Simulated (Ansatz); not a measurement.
Species: SeCl$_{2}$, charge 0, singlet. SeCl2 (SMILES Cl[Se]Cl).
B3LYP-D3(BJ)/def2-TZVP minimum from Ansatz (an electronic-structure program):
```
Se
Cl 1 2.1758
Cl 1 2.1758 2 101.74
```
Charge 0, spin multiplicity 1.

Quantity: atomisation energy (electronic, to ground-state atoms), in kcal/mol. UHF or UKS for unpaired electrons; spin-orbit terms are left out. Cores are frozen in correlated methods (noble-gas shells, and filled d and f shells in the p block). No relativity. CBS(X,Y): correlation extrapolated as X^-3, Hartree-Fock from the larger set. A bracket is a step between two methods taken in the basis named.

```tsv
level	program	atomisation energy (kcal/mol)	difference against the last row
PBE/def2-TZVPD	Ansatz	138.1	12.0
CAM-B3LYP/def2-TZVPD	Ansatz	118.3	-7.8
wB97X-V/def2-TZVPD	Ansatz	126.2	0.1
MP2/CBS(def2-TZVPP,def2-QZVPP)	Ansatz	133.7	7.6
CCSDT(Q)/def2-SVP	Ansatz	96.5	-29.6
CCSDT(Q)/def2-TZVPP	Ansatz	114.6	-11.5
CCSD(T)/CBS(def2-TZVPP,def2-QZVPP) + [CCSDT(Q) - CCSD(T)]/def2-SVP	Ansatz	126.4	0.3
CCSD(T)/CBS(def2-TZVPP,def2-QZVPP) + [CCSDT(Q) - CCSD(T)]/def2-TZVPP	Ansatz	126.1	0.0
```
